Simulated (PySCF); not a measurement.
**How methods differ on the ionisation energy of Br(22+)**

Br(22+) [Ne] 3s2 3p1 (2P) → Br(23+) [Ne] 3s2 (1S), as a difference of total energies. Calculation: PySCF 2.14, in an uncontracted even-tempered set (18 s from 2.1 bohr⁻², ratio 2.5; 12 p from 2.7 bohr⁻², ratio 2.5; 5 d from 12 bohr⁻², ratio 2.7; 4 f from 18 bohr⁻², ratio 2.7); scalar relativity by spin-free X2C-1e. Correlated levels: outer shells: 1s2 frozen; virtual orbitals above 40 to 60 times the deepest correlated orbital energy dropped. The calculations carry no spin-orbit coupling.

| method | ionisation energy (eV) |
| --- | --- |
| UHF | 962.53 |
| LDA | 964.06 |
| PBE | 964.39 |
| PBE0 | 964.20 |
| r2SCAN | 964.24 |
| PBEsol | 963.97 |
| B97-3 | 964.06 |
| MP2 (outer shells) | 963.09 |
| SCS-MP2 (outer shells) | 962.97 |

Q: How much does correlation contribute at MP2 (outer shells)?

A: 963.09 − (962.53) = 0.56 eV, measured against UHF.

A first-order spin-orbit estimate (lowest level to lowest level, LS coupling) adds 6.794 eV.

Breit and QED terms and the two-electron picture change are absent.

For comparison: 963 ± 5 eV (semi-empirical (NIST evaluation); NIST Atomic Spectra Database, ionization energies).
